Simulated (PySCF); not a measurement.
## `P[Si](P)(P)P`: 4 charge schemes on one density

Species: H₈P₄Si.
Geometry (PBE0-D3(BJ)/def2-TZVP, Å), atoms numbered from 1 in this order:
```
atom  x, y, z in Å
P1    -0.7559   -0.8032    2.0037
Si2    0.1734   -0.0567    0.0844
P3     2.0966   -1.2171   -0.1559
P4     0.6009    2.1356    0.4140
P5    -0.9705   -0.3698   -1.8376
H6    -1.1761   -2.0314    1.4276
H7    -1.9999   -0.1616    1.7568
H8     2.7162   -0.5955    0.9613
H9     2.6422   -0.2994   -1.0930
H10   -0.7499    2.5411    0.2259
H11    0.9460    2.3570   -0.9460
H12   -2.1711    0.1854   -1.3205
H13   -1.3444   -1.7056   -1.5298
```

Density: PBE0/pcSseg-2 (PySCF); schemes: Mulliken, IAO, Hirshfeld and ESP-fitted. Geometry: PBE0-D3(BJ)/def2-TZVP; no solvent, vibrations or thermal averaging.

Question: At which atom do the 4 schemes differ most?

Answer: At Si2: from +0.028 (Mulliken) to +0.411 e (ESP-fitted), 0.383 e apart.

Question: Do the Mulliken, IAO, Hirshfeld and ESP-fitted schemes agree on where the charge is highest?

Answer: All schemes agree: Mulliken Si2 (+0.028); IAO Si2 (+0.353); Hirshfeld Si2 (+0.155); ESP-fitted Si2 (+0.411).

Question: Tabulate the Mulliken, IAO, Hirshfeld and ESP-fitted charges.

Answer: In e:

| atom | environment | Mulliken | IAO | Hirshfeld | ESP-fitted |
| --- | --- | --- | --- | --- | --- |
| P1 | three-coordinate phosphorus | +0.011 | -0.083 | -0.018 | -0.241 |
| Si2 | four-coordinate silicon | +0.028 | +0.353 | +0.155 | +0.411 |
| P3 | three-coordinate phosphorus | -0.013 | -0.088 | -0.021 | -0.275 |
| P4 | three-coordinate phosphorus | +0.001 | -0.086 | -0.018 | -0.335 |
| P5 | three-coordinate phosphorus | +0.009 | -0.089 | -0.021 | -0.297 |
| H6 | P–H hydrogen | -0.005 | 0.000 | -0.009 | +0.073 |
| H7 | P–H hydrogen | -0.009 | -0.003 | -0.010 | +0.074 |
| H8 | P–H hydrogen | +0.003 | +0.004 | -0.007 | +0.099 |
| H9 | P–H hydrogen | -0.004 | 0.000 | -0.009 | +0.106 |
| H10 | P–H hydrogen | -0.008 | -0.006 | -0.011 | +0.132 |
| H11 | P–H hydrogen | -0.004 | +0.001 | -0.010 | +0.094 |
| H12 | P–H hydrogen | -0.007 | -0.002 | -0.011 | +0.059 |
| H13 | P–H hydrogen | -0.001 | -0.001 | -0.010 | +0.101 |

Mean size of the charges over all atoms: ESP-fitted 0.177 e, IAO 0.055 e, Hirshfeld 0.024 e, Mulliken 0.008 e. Each set sums to the total charge, 0, to within 0.001 e. The Mulliken scheme counts on each atom the diagonal of the density matrix times the overlap matrix over that atom's basis functions.

Question: How many electrons does the Mulliken scheme count on P3?

Answer: Z − q = 15 − (-0.013) ≈ 15.014.

Question: Sum the charges by element, for elements with more than one atom.

Answer: 
| element | atoms | Mulliken | IAO | Hirshfeld | ESP-fitted |
| --- | --- | --- | --- | --- | --- |
| P | 4 | +0.008 | -0.346 | -0.078 | -1.148 |
| H | 8 | -0.036 | -0.006 | -0.077 | +0.737 |

These values come from a run that also computed NMR shieldings. Hardware: an Arm Neoverse N1 with one thread, shared host. Cost: 1.7 min, 1.4 GiB resident at most.
